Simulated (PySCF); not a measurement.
Molecule: `SC1CCCCC1`, C6H12S.

Structure with atom numbers: `[SH:1][CH:2]1[CH2:3][CH2:4][CH2:5][CH2:6][CH2:7]1`. Hydrogens are named by the atom that carries them. Ha(C3), Ha(C4), Ha(C5), Ha(C6), Ha(C7) are cis to S1 on the ring; Hb(C3), Hb(C4), Hb(C5), Hb(C6), Hb(C7) are trans to S1 on the ring.

Geometry PBE0-D3(BJ)/def2-SVP throughout; GIAO in PySCF, gas phase, one conformer, non-relativistic; equivalent atoms averaged; functional PBE0.

For orientation, def2-TZVP gives these shifts δ (against CS2, TMS at the same level): S1 -18.5, C2 43.9, C4/C6 29.6, Ha(C4)/Ha(C6) 1.72, Hb(C5) 1.60, H(C2) 2.80, Ha(C3)/Ha(C7) 1.26, Ha(C5) 1.15, H(S1) 1.76 ppm.

A run gave: S1 -61.4, C2 40.3, C4/C6 27.3, Ha(C4)/Ha(C6) 1.50, Hb(C5) 1.37, H(C2) 2.24, Ha(C3)/Ha(C7) 1.16, Ha(C5) 1.08, H(S1) 1.29 ppm (shifts δ (against CS2, TMS at the same level)).

Q: Which basis set was used in that run?
A. pcSseg-0
B. STO-3G
C. 6-31G
D. cc-pVDZ
E. def2-SVP

A: A. S1 tells them apart best: pcSseg-0 gives -61.4, STO-3G gives -75.3, def2-SVP gives -29.6, 6-31G gives -50.4, cc-pVDZ gives -41.1 ppm.
